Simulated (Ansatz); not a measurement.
`C[S][Ti]([F])([F])[F]` + `OC(O)I` → `[F][Ti]([F])([F])[I]` + `CSC(O)O`  (formal exchange of groups at a Ti–S bond)

Calculated with Ansatz (gas phase, PBE0-D4/def2-TZVP geometries, no zero-point term in ΔE). CBS: MP2 limit from def2 TZ/QZ plus the TZ coupled-cluster correction, frozen cores. Functionals use def2-TZVPP. B3LYP here is the variant with VWN-RPA as its local correlation; programs differ in this. Elements past krypton have def2 core potentials. For I, Ti outer-core shells are correlated without core-valence functions, which leaves a few kJ/mol of doubt a bond. Scalar relativity is left out up to krypton. Each species was taken in one conformer, which may not be the lowest.

`C[S][Ti]([F])([F])[F]`:

```xyz
9

C    -1.248   -0.240    0.874
S     0.369    0.504    1.271
Ti    1.266    0.273   -0.782
F     1.227   -1.430   -1.192
F     2.882    0.924   -0.710
F     0.233    1.122   -1.914
H    -1.758    0.331    0.099
H    -1.131   -1.279    0.567
H    -1.840   -0.205    1.788
```

`OC(O)I`:

Z-matrix (Å, degrees):
```
C
O 1 1.380
I 1 2.186 2 105.0
O 1 1.365 2 113.7 3 -123.2
H 1 1.090 2 113.8 3 113.5
H 2 0.966 1 107.4 3 -175.5
H 4 0.965 1 108.5 2 55.0
```

`[F][Ti]([F])([F])[I]`:

Z-matrix (Å, degrees):
```
Ti
F 1 1.736
F 1 1.736 2 109.5
I 1 2.548 2 109.4 3 119.9
F 1 1.736 2 109.5 3 -120.2
```

`CSC(O)O`:

```xyz
11

C     0.996   -1.085   -1.056
S     1.255    0.071    0.296
C    -0.458    0.393    0.797
O    -1.196    0.712   -0.343
O    -0.460    1.409    1.739
H     1.986   -1.354   -1.426
H     0.496   -1.990   -0.708
H     0.421   -0.623   -1.856
H    -0.872   -0.484    1.305
H    -2.122    0.770   -0.083
H    -0.044    2.180    1.334
```

| level | ΔE (kJ/mol) | difference from CCSD(T)/CBS |
| --- | --- | --- |
| PBE-D4 | -46.3 | 4.5 |
| r2SCAN-D4 | -51.7 | -0.9 |
| ωB97X-V | -58.5 | -7.7 |
| B2PLYP | -55.1 | -4.3 |
| PBE0 | -54.4 | -3.6 |
| B3LYP | -49.5 | 1.3 |
| HF/def2-TZVPP | -68.8 | -18.0 |
| MP2/def2-TZVPP | -59.1 | -8.3 |
| SCS-MP2/def2-TZVPP | -57.2 | -6.4 |
| CCSD/def2-TZVPP | -56.9 | -6.1 |
| CCSD(T)/def2-TZVPP | -55.2 | -4.4 |
| HF/def2-QZVPP | -69.4 | -18.6 |
| MP2/def2-QZVPP | -56.8 | -6.0 |
| SCS-MP2/def2-QZVPP | -55.1 | -4.3 |
| HF/CBS(def2) | -69.5 | -18.7 |
| MP2/CBS(def2) | -54.7 | -3.9 |
| CCSD(T)/CBS | -50.8 | 0 |

Largest T1 diagnostic among the species: 0.024, so the coupled-cluster value is less sure than usual.

In def2-TZVPP, CCSD(T) changes the Hartree–Fock value by +13.6 kJ/mol (the triples alone add +1.6 kJ/mol) and MP2 by +9.7 kJ/mol. From PBE to PBE0 (25 % exact exchange), in def2-TZVPP and without D4, ΔE moves by −7.3 kJ/mol.

CCSD(T)/CBS has its own doubt, a few kJ/mol and more with outer-core shells, so smaller differences from it don't rank the levels.
